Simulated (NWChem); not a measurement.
System: Ga cation, singlet

Here is an NWChem input.

```
start job
memory heap 200 mb stack 900 mb global 1100 mb
charge 1
geometry units angstroms noautosym nocenter noautoz
  Ga     0.000000     0.000000     0.000000
end
basis spherical
  * library aug-cc-pvdz
end
dft
  xc b3lyp
  iterations 150
end
property
  response 1 0.0
end
task dft property
```

Low-valent species are run as closed-shell singlets; no triplet was tried in these runs. B3LYP is NWChem's, with the RPA form of VWN correlation.

Static field.

**Question.** What results follow from this input? (B3LYP/aug-cc-pVDZ.) Quantities: isotropic polarisability (bohr³); anisotropy (bohr³).

**Answer.** 
```
Quantity                          Value
--------------------------------  -----
isotropic polarisability (bohr³)   18.1
anisotropy (bohr³)                  0.0
```
